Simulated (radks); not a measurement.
Task: Coulomb parameter of the 4f shell of the samarium ion Sm+ in the model configuration [Xe] 4f4.5 5d1.5 6s1, as a second difference U = [E(n + 0.5) + E(n - 0.5) - 2 E(n)] / (0.5)^2 with all orbitals relaxed. "Bare": the charge of the atom changes with n. "Screened": the 5d shell takes up the change at fixed total charge, which measures U(4f,4f) + U(5d,5d) - 2 U(4f,5d). All-electron calculation, Dirac Kohn-Sham, PBE, spin-unpolarised, spherical densities, point nucleus; open shells are shared between the two j in proportion to 2j + 1. Program: a radial shooting solver on a logarithmic mesh with Libxc functionals. Estimate both.

Result: U(bare) = 15.639 eV, U(screened by 5d) = 5.223 eV, against the Slater integral F0(4f,4f) = 28.278 eV with frozen orbitals.
